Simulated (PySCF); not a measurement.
Job file and geometry (Å, from GFN2-xTB) of an NMR shielding run on SMILES FC[C@](F)(Br)C1=CC1, C₅H₅BrF₂, GIAO PBE0/pcSseg-1 NMR shielding, non-relativistic, gas phase (PySCF); density fitting, a coarse starting grid and PySCF grid level 2 are the driver's defaults:

```
{"job": {"kind": "nmr", "xc": "PBE0", "basis": "pcSseg-1"}, "charge": 0, "multiplicity": 1}
F     -1.474688    -1.264744     1.288500
C     -1.797699    -0.547240     0.172259
C     -0.769760     0.559203    -0.056047
F     -0.961638     1.575136     0.822502
Br    -1.216416     1.343037    -1.863909
C      0.609430     0.102307    -0.064123
C      1.500244    -0.815197    -0.313943
C      2.035501     0.483594     0.215414
H     -2.791581    -0.115211     0.329193
H     -1.801237    -1.239934    -0.674392
H      1.746628    -1.788526    -0.658042
H      2.547290     1.160480    -0.458700
H      2.369536     0.547581     1.243558
```

Q: Write the output of this run.

A: 
```
coarse grid: 56192 points
cycle   1  E = -2966.1348920091  dE =  3.353e-02  |g| = 9.870e-01  |ddm| = 3.399e+00
cycle   2  E = -2965.9772527868  dE =  1.576e-01  |g| = 1.255e+00  |ddm| = 1.445e+00
cycle   3  E = -2966.2279025223  dE = -2.506e-01  |g| = 2.794e-01  |ddm| = 1.156e+00
cycle   4  E = -2966.2399673271  dE = -1.206e-02  |g| = 1.167e-01  |ddm| = 3.158e-01
cycle   5  E = -2966.2429178434  dE = -2.951e-03  |g| = 3.008e-02  |ddm| = 1.273e-01
cycle   6  E = -2966.2430877953  dE = -1.700e-04  |g| = 5.881e-03  |ddm| = 3.121e-02
cycle   7  E = -2966.2430950507  dE = -7.255e-06  |g| = 1.411e-03  |ddm| = 9.063e-03
final grid: 119184 points
cycle   8  E = -2966.2431619590  dE =  2.230e-07  |g| = 1.843e-03  |ddm| = 4.072e-03
cycle   9  E = -2966.2431613287  dE =  6.303e-07  |g| = 2.595e-03  |ddm| = 4.997e-03
cycle  10  E = -2966.2431626716  dE = -1.343e-06  |g| = 2.636e-04  |ddm| = 2.865e-03
cycle  11  E = -2966.2431626871  dE = -1.556e-08  |g| = 6.248e-05  |ddm| = 2.732e-04
cycle  12  E = -2966.2431626879  dE = -7.867e-10  |g| = 1.494e-05  |ddm| = 6.904e-05
converged SCF energy = -2966.2431626879

GIAO shielding tensors (ppm)
atom      isotropic    diamagn.    paramagn.     s11        s22        s33       span
  0 F      398.583     473.269     -74.686    351.781    393.407    450.561     98.780
  1 C       96.734     239.603    -142.869     70.027     80.585    139.590     69.563
  2 C       67.876     236.603    -168.727     34.606     73.366     95.656     61.050
  3 F      299.017     473.538    -174.520    256.191    302.643    338.218     82.027
  4 Br    1694.307    3122.062   -1427.756    661.139   1480.260   2941.521   2280.382
  5 C       60.229     252.665    -192.436    -82.775    101.540    161.922    244.697
  6 C       67.326     255.026    -187.701    -57.252     78.425    180.804    238.056
  7 C      175.732     249.029     -73.297    136.714    151.727    238.754    102.039
  8 H       26.214      26.871      -0.657     21.717     28.201     28.725      7.008
  9 H       26.492      27.768      -1.275     21.873     27.943     29.661      7.787
 10 H       24.381      31.874      -7.493     20.404     24.450     28.289      7.885
 11 H       30.109      29.398       0.711     24.514     27.483     38.329     13.814
 12 H       30.129      29.589       0.540     24.639     26.951     38.798     14.159
```

Relativistic effects, spin–orbit coupling among them, are left out; they matter for Br and for the light atoms bonded to it.

Size and cost of the density-fitted run: 185 basis functions, 48 s wall time on 1 thread of an Arm Neoverse N1, shared host.
